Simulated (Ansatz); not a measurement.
Ansatz (a first-principles code) input file for C2H7FOSi2, SMILES O[SiH2][Si@H](C=C)F, PBE-D3(BJ)/def2-SVP. 

Ansatz 0.2 input:
```yaml
crystal:
  periodic: [false, false, false]
  atoms:
    - {symbol: C, position_ang: [-2.97203478, -0.13332666, -0.04200499]}
    - {symbol: C, position_ang: [-1.97474186, 0.70769802, -0.34239772]}
    - {symbol: Si, position_ang: [-0.26173973, 0.08528001, -0.72602071]}
    - {symbol: F, position_ang: [-0.34780794, -1.55745529, -0.77521091]}
    - {symbol: Si, position_ang: [1.29625709, 0.58489676, 0.94168498]}
    - {symbol: O, position_ang: [2.76057156, -0.15551848, 0.60234553]}
    - {symbol: H, position_ang: [-2.81676872, -1.21854238, -0.02971644]}
    - {symbol: H, position_ang: [-3.98179902, 0.22083468, 0.19725687]}
    - {symbol: H, position_ang: [-2.17642477, 1.78780760, -0.34588967]}
    - {symbol: H, position_ang: [0.19185505, 0.54758254, -2.06980147]}
    - {symbol: H, position_ang: [0.73598029, 0.15004301, 2.25959287]}
    - {symbol: H, position_ang: [1.56303376, 2.04798409, 0.99970748]}
    - {symbol: H, position_ang: [2.72723911, -1.10316694, 0.43410049]}
basis:
  gaussian:
    orbitals: def2-SVP
hamiltonian:
  xc: pbe
  dispersion: d3bj
relax: {f_tol: 0.002, max_steps: 200}
```

It prints:

```
[...]
the calculation of the forces begins
reference -22682.68056145 eV, -833.5731357600 hartree; 32, 32 occupied and 95, 95 virtual orbitals, 1405 factors
relax step   6: F+E_penalty+E_count = -22682.97724483 eV  Δ(F+E_penalty+E_count) = -2.753e-4 eV  max|allowed force component| = 2.771e-2 eV/Å  Δτ_max = 0.0047 Å  (33 SCF iters, accepted)
these checks for a lower state are left out or cut short: starts, cluster_reference, orbital_swaps, neighbouring_geometries, increment
integrals: 0.07 GiB planned
1405 factors; their error is unknown
mean field: 0.38 GiB planned
mean field -22682.68051663 eV, -833.5731341132 hartree, gradient 6.4e-6 eV, S^2 0.000000; 0 other end points of the search recorded, 0 dependent functions left out
the calculation of the forces begins
reference -22682.68055713 eV, -833.5731356015 hartree; 32, 32 occupied and 95, 95 virtual orbitals, 1405 factors
relax step   7: F+E_penalty+E_count = -22682.97731354 eV  Δ(F+E_penalty+E_count) = -6.871e-5 eV  max|allowed force component| = 1.643e-2 eV/Å  Δτ_max = 0.0043 Å  (24 SCF iters, accepted)
these checks for a lower state are left out or cut short: starts, cluster_reference, orbital_swaps, neighbouring_geometries, increment
integrals: 0.07 GiB planned
1405 factors; their error is unknown
mean field: 0.39 GiB planned
mean field evaluation 64: about -22682.6805 eV, gradient 4.1e-5 eV
mean field -22682.68054019 eV, -833.5731349789 hartree, gradient 1.2e-5 eV, S^2 0.000000; 0 other end points of the search recorded, 0 dependent functions left out
the calculation of the forces begins
reference -22682.68058070 eV, -833.5731364674 hartree; 32, 32 occupied and 95, 95 virtual orbitals, 1405 factors
relax step   8: F+E_penalty+E_count = -22682.97733877 eV  Δ(F+E_penalty+E_count) = -2.523e-5 eV  max|allowed force component| = 6.504e-3 eV/Å  Δτ_max = 0.0020 Å  (24 SCF iters, accepted)
these checks for a lower state are left out or cut short: starts, cluster_reference, orbital_swaps, neighbouring_geometries, increment
integrals: 0.07 GiB planned
1405 factors; their error is unknown
mean field: 0.39 GiB planned
mean field -22682.68055002 eV, -833.5731353403 hartree, gradient 8.1e-6 eV, S^2 0.000000; 0 other end points of the search recorded, 0 dependent functions left out
the calculation of the forces begins
reference -22682.68059054 eV, -833.5731368291 hartree; 32, 32 occupied and 95, 95 virtual orbitals, 1405 factors
relax step   9: F+E_penalty+E_count = -22682.97735057 eV  Δ(F+E_penalty+E_count) = -1.180e-5 eV  max|allowed force component| = 4.164e-3 eV/Å  Δτ_max = 0.0019 Å  (24 SCF iters, accepted)
these checks for a lower state are left out or cut short: starts, cluster_reference, orbital_swaps, neighbouring_geometries, increment
integrals: 0.07 GiB planned
1405 factors; their error is unknown
mean field: 0.39 GiB planned
mean field -22682.68054769 eV, -833.5731352544 hartree, gradient 2.5e-5 eV, S^2 0.000000; 0 other end points of the search recorded, 0 dependent functions left out
the calculation of the forces begins
reference -22682.68058821 eV, -833.5731367435 hartree; 32, 32 occupied and 95, 95 virtual orbitals, 1405 factors
relax step  10: F+E_penalty+E_count = -22682.97736398 eV  Δ(F+E_penalty+E_count) = -1.341e-5 eV  max|allowed force component| = 3.924e-3 eV/Å  Δτ_max = 0.0054 Å  (23 SCF iters, accepted)
these checks for a lower state are left out or cut short: starts, cluster_reference, orbital_swaps, neighbouring_geometries, increment
integrals: 0.07 GiB planned
1405 factors; their error is unknown
mean field: 0.39 GiB planned
mean field -22682.68054370 eV, -833.5731351079 hartree, gradient 1.1e-5 eV, S^2 0.000000; 0 other end points of the search recorded, 0 dependent functions left out
the calculation of the forces begins
reference -22682.68058422 eV, -833.5731365971 hartree; 32, 32 occupied and 95, 95 virtual orbitals, 1405 factors
relax step  11: F+E_penalty+E_count = -22682.97736999 eV  Δ(F+E_penalty+E_count) = -6.008e-6 eV  max|allowed force component| = 3.139e-3 eV/Å  Δτ_max = 0.0036 Å  (23 SCF iters, accepted)
these checks for a lower state are left out or cut short: starts, cluster_reference, orbital_swaps, neighbouring_geometries, increment
integrals: 0.07 GiB planned
1405 factors; their error is unknown
mean field: 0.39 GiB planned
mean field -22682.68055211 eV, -833.5731354170 hartree, gradient 8.9e-6 eV, S^2 0.000000; 0 other end points of the search recorded, 0 dependent functions left out
the calculation of the forces begins
reference -22682.68059264 eV, -833.5731369062 hartree; 32, 32 occupied and 95, 95 virtual orbitals, 1405 factors
relax step  12: F+E_penalty+E_count = -22682.97737573 eV  Δ(F+E_penalty+E_count) = -5.742e-6 eV  max|allowed force component| = 2.944e-3 eV/Å  Δτ_max = 0.0034 Å  (24 SCF iters, accepted)
these checks for a lower state are left out or cut short: starts, cluster_reference, orbital_swaps, neighbouring_geometries, increment
integrals: 0.07 GiB planned
1405 factors; their error is unknown
mean field: 0.39 GiB planned
mean field evaluation 96: about -22682.6806 eV, gradient 1.3e-3 eV
mean field -22682.68059957 eV, -833.5731371609 hartree, gradient 8.8e-6 eV, S^2 0.000000; 0 other end points of the search recorded, 0 dependent functions left out
the calculation of the forces begins
reference -22682.68064009 eV, -833.5731386501 hartree; 32, 32 occupied and 95, 95 virtual orbitals, 1405 factors
relax step  13: F+E_penalty+E_count = -22682.97739256 eV  Δ(F+E_penalty+E_count) = -1.683e-5 eV  max|allowed force component| = 5.284e-3 eV/Å  Δτ_max = 0.0154 Å  (32 SCF iters, accepted)
these checks for a lower state are left out or cut short: starts, cluster_reference, orbital_swaps, neighbouring_geometries, increment
integrals: 0.07 GiB planned
1405 factors; their error is unknown
mean field: 0.39 GiB planned
mean field -22682.68064738 eV, -833.5731389179 hartree, gradient 8.8e-6 eV, S^2 0.000000; 0 other end points of the search recorded, 0 dependent functions left out
the calculation of the forces begins
reference -22682.68068789 eV, -833.5731404069 hartree; 32, 32 occupied and 95, 95 virtual orbitals, 1405 factors
relax step  14: F+E_penalty+E_count = -22682.97740173 eV  Δ(F+E_penalty+E_count) = -9.170e-6 eV  max|allowed force component| = 7.294e-3 eV/Å  Δτ_max = 0.0111 Å  (32 SCF iters, accepted)
these checks for a lower state are left out or cut short: starts, cluster_reference, orbital_swaps, neighbouring_geometries, increment
integrals: 0.07 GiB planned
1405 factors; their error is unknown
mean field: 0.39 GiB planned
mean field -22682.68070950 eV, -833.5731412011 hartree, gradient 8.9e-6 eV, S^2 0.000000; 0 other end points of the search recorded, 0 dependent functions left out
the calculation of the forces begins
reference -22682.68075001 eV, -833.5731426895 hartree; 32, 32 occupied and 95, 95 virtual orbitals, 1405 factors
relax step  15: F+E_penalty+E_count = -22682.97741079 eV  Δ(F+E_penalty+E_count) = -9.065e-6 eV  max|allowed force component| = 8.864e-3 eV/Å  Δτ_max = 0.0133 Å  (31 SCF iters, accepted)
these checks for a lower state are left out or cut short: starts, cluster_reference, orbital_swaps, neighbouring_geometries, increment
integrals: 0.07 GiB planned
1405 factors; their error is unknown
mean field: 0.39 GiB planned
mean field -22682.68072819 eV, -833.5731418878 hartree, gradient 9.7e-6 eV, S^2 0.000000; 0 other end points of the search recorded, 0 dependent functions left out
the calculation of the forces begins
reference -22682.68076869 eV, -833.5731433761 hartree; 32, 32 occupied and 95, 95 virtual orbitals, 1405 factors
relax step  16: F+E_penalty+E_count = -22682.97741527 eV  Δ(F+E_penalty+E_count) = -4.474e-6 eV  max|allowed force component| = 8.112e-3 eV/Å  Δτ_max = 0.0034 Å  (24 SCF iters, accepted)
these checks for a lower state are left out or cut short: starts, cluster_reference, orbital_swaps, neighbouring_geometries, increment
integrals: 0.07 GiB planned
1405 factors; their error is unknown
mean field: 0.39 GiB planned
mean field -22682.68073949 eV, -833.5731423032 hartree, gradient 1.2e-5 eV, S^2 0.000000; 0 other end points of the search recorded, 0 dependent functions left out
the calculation of the forces begins
reference -22682.68077999 eV, -833.5731437913 hartree; 32, 32 occupied and 95, 95 virtual orbitals, 1405 factors
relax step  17: F+E_penalty+E_count = -22682.97741820 eV  Δ(F+E_penalty+E_count) = -2.933e-6 eV  max|allowed force component| = 5.065e-3 eV/Å  Δτ_max = 0.0034 Å  (23 SCF iters, accepted)
these checks for a lower state are left out or cut short: starts, cluster_reference, orbital_swaps, neighbouring_geometries, increment
integrals: 0.07 GiB planned
1405 factors; their error is unknown
mean field: 0.39 GiB planned
mean field evaluation 128: about -22682.6807 eV, gradient 1.4e-4 eV
mean field -22682.68073144 eV, -833.5731420071 hartree, gradient 1.8e-5 eV, S^2 0.000000; 0 other end points of the search recorded, 0 dependent functions left out
the calculation of the forces begins
reference -22682.68077193 eV, -833.5731434951 hartree; 32, 32 occupied and 95, 95 virtual orbitals, 1405 factors
relax step  18: F+E_penalty+E_count = -22682.97742007 eV  Δ(F+E_penalty+E_count) = -1.866e-6 eV  max|allowed force component| = 2.447e-3 eV/Å  Δτ_max = 0.0013 Å  (22 SCF iters, accepted)
these checks for a lower state are left out or cut short: starts, cluster_reference, orbital_swaps, neighbouring_geometries, increment
integrals: 0.07 GiB planned
1405 factors; their error is unknown
mean field: 0.39 GiB planned
mean field -22682.68072629 eV, -833.5731418180 hartree, gradient 5.9e-5 eV, S^2 0.000000; 0 other end points of the search recorded, 0 dependent functions left out
the calculation of the forces begins
reference -22682.68076678 eV, -833.5731433059 hartree; 32, 32 occupied and 95, 95 virtual orbitals, 1405 factors
relax step  19: F+E_penalty+E_count = -22682.97742093 eV  Δ(F+E_penalty+E_count) = -8.612e-7 eV  max|allowed force component| = 1.232e-3 eV/Å  Δτ_max = 0.0011 Å  (20 SCF iters, accepted)
integrals: 0.07 GiB planned
1405 factors; their error is unknown
mean field: 0.39 GiB planned
mean field -22682.68072629 eV, -833.5731418180 hartree, gradient 5.9e-5 eV, S^2 0.000000; 1 other end points of the search recorded, 0 dependent functions left out
the calculation of the forces begins
reference -22682.68076678 eV, -833.5731433059 hartree; 32, 32 occupied and 95, 95 virtual orbitals, 1405 factors
Total energy: -22682.97746142 eV, -833.5840466327 hartree
Atom 0 at    -3.001587    -0.114573    -0.032680 Å, force     0.000466     0.000070    -0.000801 eV/Å
Atom 1 at    -1.979517     0.702817    -0.360541 Å, force    -0.000637     0.000262     0.000113 eV/Å
Atom 2 at    -0.267906     0.054672    -0.735779 Å, force     0.000433     0.000440     0.000154 eV/Å
Atom 3 at    -0.362830    -1.599091    -0.789676 Å, force    -0.000077    -0.000012     0.000083 eV/Å
Atom 4 at     1.301523     0.564613     0.952594 Å, force     0.000930    -0.001232    -0.000385 eV/Å
Atom 5 at     2.816161    -0.097673     0.598922 Å, force    -0.000697     0.000486     0.000232 eV/Å
Atom 6 at    -2.870498    -1.209704     0.003718 Å, force     0.000015     0.000381     0.000282 eV/Å
Atom 7 at    -4.008944     0.269728     0.203112 Å, force     0.000130    -0.000185     0.000190 eV/Å
Atom 8 at    -2.154208     1.795241    -0.388340 Å, force    -0.000127    -0.000323     0.000071 eV/Å
Atom 9 at     0.203887     0.524191    -2.088175 Å, force    -0.000114    -0.000178     0.000001 eV/Å
Atom 10 at     0.751836     0.080341     2.275321 Å, force     0.000084     0.000045     0.000081 eV/Å
Atom 11 at     1.515993     2.048621     1.041849 Å, force    -0.000134    -0.000032    -0.000103 eV/Å
Atom 12 at     2.799710    -1.055066     0.423321 Å, force    -0.000272     0.000277     0.000084 eV/Å
Dipole moment:    -0.216154     0.026706     0.036327 e Å
```

The run converged.
